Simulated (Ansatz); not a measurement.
A run of Ansatz (development build ahead of 0.2.0) on doublet ScO at this shape:

```xyz
2

Sc    0.0000    0.0000    0.0000
O     0.0000    0.0000    1.8348
```

Its results:

```
Converged          : yes
Reference energy   : -834.64305 hartree
Correlation energy : -0.59143 hartree
Total energy       : -835.23448 hartree
```

**Question.** Which input gives this output? Name the method, the orbitals and the basis set, and write the input.

**Answer.** UHF-CCSD(T) in cc-pVTZ.

```yaml
crystal:
  periodic: [false, false, false]
  atoms:
    - { symbol: Sc, position_ang: [0.0, 0.0, 0.0] }
    - { symbol: O, position_ang: [0.0, 0.0, 1.8348] }
basis:
  gaussian: { orbitals: cc-pVTZ }
magnetization:
  spin_polarized: true
  initial_magnetization: 1
hamiltonian:
  xc: hf
correlation:
  method: ccsd_t
  frozen_orbitals: { O: 1, Sc: 5 }
```
